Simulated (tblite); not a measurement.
Species: C₅H₉NO₂Si.
SMILES with atom numbers: `[CH2:1]=[C:2]([SiH2:3][NH2:4])[C:5](=[O:6])[CH2:7][CH:8]=[O:9]` (hydrogens: H10, H11 on C1; H12, H13 on Si3; H14, H15 on N4; H16, H17 on C7; H18 on C8)

Cartesian coordinates in Å at the GFN2-xTB level; atoms count from 1:
```xyz
18
C5H9NO2Si angstrom
C      0.3625    1.2530   -1.0160
C      0.3652    0.0737   -0.3998
Si     1.8953   -0.7906    0.3202
N      3.2260    0.0386   -0.3983
C     -0.8592   -0.6242   -0.0189
O     -0.8911   -1.3353    0.9605
C     -2.1049   -0.4365   -0.8918
C     -2.9507    0.6026   -0.2136
O     -3.0913    1.7295   -0.5973
H      1.2889    1.7675   -1.2114
H     -0.5394    1.7726   -1.3032
H      2.0087   -0.5458    1.7536
H      1.7750   -2.2222    0.0114
H      4.1496   -0.1590   -0.0516
H      3.2590    0.1432   -1.3999
H     -2.6463   -1.3824   -0.9059
H     -1.8341   -0.1201   -1.8973
H     -3.4219    0.2418    0.7181
```

Computed values, GFN2-xTB/tblite, gas phase, harmonic and unscaled. The method is semi-empirical: single wavenumbers can be off by several per cent or more. Modes of hydrogen on silicon can be 10 to 20 % off. One conformer, not necessarily the lowest.

Harmonic wavenumbers (cm⁻¹): 31.7, 54.5, 65.4, 82.9, 128.8, 191.6, 201.9, 220.7, 262.6, 307.9, 373.5, 463.9, 499.4, 546.2, 566.7, 588.2, 611.3, 661.9, 715.0, 742.6, 779.4, 823.1, 831.4, 898.7, 918.7, 940.1, 953.6, 1016.9, 1059.7, 1113.4, 1193.8, 1232.2, 1365.3, 1409.4, 1434.3, 1525.3, 1658.7, 1706.1, 1781.1, 2200.8, 2300.0, 2801.3, 3000.1, 3028.1, 3077.8, 3114.0, 3477.0, 3516.1.

A = 2963, B = 735.9, C = 624.7 MHz; mass 143.040 u (most abundant isotopes); point group C1, symmetry number 1.

Question: Zero-point energy?

Answer: ½Σν̃ = 28237 cm⁻¹ = 337.78 kJ/mol.

Question: Give the ideal-gas entropy at 400 K and 1 bar in the rigid-rotor, harmonic-oscillator model (classical rotation).

Answer: Translation 176.86, rotation 128.54, vibration 206.05: S = 511.5 J/(mol K).

Question: And Cp and H(400 K) − H(0)?

Answer: Cp = 219.36 J/(mol K), of which vibrations give 186.10 (their classical limit is 48 R = 399.1); H(400 K) − H(0) = 53.72 kJ/mol without the zero-point energy, 40.41 from vibrations.

Question: What must be added to the electronic energy to get the Gibbs energy at 400 K and 1 bar?

Answer: ZPE + [H(400 K) − H(0)] − T·S = 337.78 + 53.72 − 204.58 = 186.92 kJ/mol.

Question: Which modes carry the vibrational entropy at 400 K?

Answer: 31.7 cm⁻¹: 26.37; 54.5 cm⁻¹: 21.88; 65.4 cm⁻¹: 20.37; 82.9 cm⁻¹: 18.41; 128.8 cm⁻¹: 14.79; 191.6 cm⁻¹: 11.57 J/(mol K); the other 42 give 92.67 together.

Question: How do the functions run with temperature in this model?

Answer: 
```csv
T (K),S (J/(mol K)),Cp (J/(mol K)),H − H(0) (kJ/mol),G − H(0) (kJ/mol),ln q(vib)
50,259.5,65.1,2.39,-10.58,1.04
100,312.9,90.9,6.32,-24.97,2.85
298.15,452.8,180.5,33.29,-101.71,9.47
373.15,496.5,209.9,47.95,-137.33,11.81
500,563.8,250.1,77.25,-204.67,15.61
750,676.4,304.1,147.08,-360.19,22.51
1000,768.9,338.7,227.73,-541.19,28.69
```

q(vib) and H(0) count from the zero-point level.

Hindered rotation and anharmonicity are outside this model. Other conformers, if any are populated, would add a mixing term that is left out. The structure is chiral; the term R ln 2 for an equal mix with its mirror image is left out.
